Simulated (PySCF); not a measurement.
# Static response to an electric field

C5H6F2O3.
Structure used (PBE0-D3(BJ)/def2-SVP), in Å, numbered top down from 1:
```
atom  x, y, z in Å
C1    -3.585   -0.078   -0.123
C2    -2.370   -0.349    0.339
O3    -1.262   -0.069   -0.423
C4    -0.044   -0.359    0.071
O5     0.159   -0.868    1.136
C6     1.013    0.082   -0.917
O7     2.296   -0.340   -0.571
C8     2.892    0.294    0.478
F9     3.005    1.619    0.220
F10    4.116   -0.212    0.581
H11   -4.457   -0.303    0.492
H12   -3.733    0.367   -1.109
H13   -2.147   -0.794    1.311
H14    0.777   -0.355   -1.898
H15    0.950    1.178   -1.031
H16    2.350    0.173    1.430
```

Level: PBE0/def2-SVPD (PySCF), static field, nuclei fixed, core orbitals frozen in the response. The polarisability tensor in these axes (au):

```
x   106.19  -1.44   5.82
y    -1.44  57.58  -4.88
z     5.82  -4.88  66.21
```

Question: Give the principal values, the mean and the anisotropy Δα = √{½[(α1 − α2)² + (α2 − α3)² + (α1 − α3)²]}.

Answer: Principal values 55.36, 67.51 and 107.11 au; mean 76.66 au = 11.36 Å³ = 12.64 × 10⁻⁴⁰ C²·m²/J; Δα = 46.87 au (61 % of the mean).

Question: What is the dipole moment, and where does it point?

Answer: (-3.34, 0.62, -0.95) D, 3.53 D in size, pointing from the negative to the positive side. Measured along this direction, the outermost atoms are F10 at the negative end and H11 at the positive end.

Question: Sum over states: ᾱ = Σ f/ω², ω in Eh. What share falls to these 6 lowest TDDFT singlets (eV, f)? 5.76, 0.0011; 6.12, 0.3254; 7.19, 0.0320; 7.34, 0.0031; 7.53, 0.2186; 7.73, 0.0011.

Answer: They add up to 9.82 au, 12.8 % of the 76.66 au; the largest single term is 6.43 au, from the state at 6.12 eV. Terms in order: 0.02, 6.43, 0.46, 0.04, 2.86, 0.01 au. Higher excitations give the rest. The strengths listed sum to 0.581.

Question: Find the Langevin capture rate constant for NO+ (29.998 u) meeting this molecule (152.029 u), k = 2.342 × 10⁻⁹ cm³/s × √(α in Å³ / reduced mass in u).

Answer: The reduced mass is 25.05 u, so k = 1.58 × 10⁻⁹ cm³/s. The formula leaves out the permanent dipole, which adds to the capture rate.

Question: Rayleigh depolarisation ratio (linearly polarised light, static tensor)?

Answer: ρ = 3Δα²/(45ᾱ² + 4Δα²) = 6591.1/(264453 + 8788.1) = 0.0241.

Isolated species at its PBE0-D3(BJ)/def2-SVP geometry (one conformer only).
